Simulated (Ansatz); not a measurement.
Molecule: PN, net charge -1, doublet state. 
Geometry from a B3LYP-D3(BJ)/def2-TZVP (Ansatz, a first-principles code) optimisation:
```xyz
2

N      0.0000     0.0000    -1.0571
P      0.0000     0.0000     0.4933
```
Charge -1, spin multiplicity 2.

Basis-set convergence of Hartree-Fock and CCSD(T) correlation energies (hartree) with Ansatz. Correlated levels leave the core frozen unless marked. Open shells are spin-unrestricted. No spin-orbit coupling. No relativistic terms. This anion needs diffuse functions, which these sets lack.

The UHF reference is spin-contaminated (<S^2> 0.38 over the pure value in the largest basis). The T1 diagnostic of CCSD in the largest basis is 0.078, which is high, so the coupled-cluster rows are less sure than usual.

| basis | functions | E(HF) | E(corr, CCSD(T)) |
|---|---|---|---|
| cc-pV(D+d)Z | 37 | -395.12054 | -0.29379 |
| cc-pV(T+d)Z | 69 | -395.16331 | -0.36755 |
| cc-pV(Q+d)Z | 119 | -395.17753 | -0.39238 |
| cc-pV(5+d)Z | 191 | … | … |

### Question
Some entries are withheld; supply them.

### Answer

- cc-pV(5+d)Z, E(HF): -395.18187
- cc-pV(5+d)Z, E(corr, CCSD(T)): -0.40164
